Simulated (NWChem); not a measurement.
System: CH$_{4}$CuO$_{2}$, doublet; SMILES C[O][Cu][OH]

NWChem input:

```
start job
memory heap 200 mb stack 900 mb global 1100 mb
geometry units angstroms noautosym nocenter noautoz
  Cu    -0.081755     0.464258     0.000722
  O      0.139546     2.200524    -0.001908
  H      1.055375     2.501789     0.006815
  O     -0.459494    -1.245100    -0.002608
  C      0.346791    -2.363605    -0.000400
  H      1.035560    -2.384327     0.868853
  H     -0.259250    -3.287915     0.030107
  H      0.987541    -2.415026    -0.904633
end
basis spherical
  * library 6-31g*
end
dft
  odft
  mult 2
  xc xcamb88 1.00 lyp 0.81 vwn_5 0.19 hfexch 1.00
  cam 0.33 cam_alpha 0.19 cam_beta 0.46
  iterations 150
end
property
  efieldgrad
end
task dft property
```

The geometry was optimised at PBE0/def2-SVP, spin-unrestricted. No frequency run checked for a minimum. This spin state was assumed; another may lie lower. No stability test was run on the SCF state.

Vzz is the largest principal value of the second derivative of the potential at the nucleus (NWChem prints the opposite sign); η is the asymmetry. Non-relativistic.

Atoms are numbered as in the input.

### Question
What results follow from this input? (CAM-B3LYP/6-31G* (spherical d), spin-unrestricted.) Quantities: Vzz Cu1 (a.u.); η Cu1; Vzz O2 (a.u.); η O2; Vzz O4 (a.u.); η O4.

### Answer
```
Item             Value
--------------  ------
Vzz Cu1 (a.u.)  -2.051
η Cu1             0.38
Vzz O2 (a.u.)    1.160
η O2              0.03
Vzz O4 (a.u.)    1.344
η O4              0.50
```
